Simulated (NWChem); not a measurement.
Species: AlAsH$_{2}$F$_{2}$; SMILES [F][Al]([F])[AsH2]

Results from NWChem. All runs use the structure optimised with PBE0/def2-SVP. Gas phase, vertical. One conformer.

B3LYP/def2-SVPD, TDA puts singlet state 1 at 5.74 eV with oscillator strength 0.112.

### Question
Give the wavelength, the transition dipole and the radiative lifetime of that state in vacuum.

### Answer

1. λ = 1239.84/5.74 = 216 nm, or 46300 cm⁻¹.
2. f = (2/3) ΔE μ² in atomic units, so μ = √(1.5 f/ΔE) = 0.89 a.u. = 2.27 D.
3. τ = 1.499 s cm⁻² / (f ν²) = 6.2 ns, for a non-degenerate state that emits at the vertical energy.
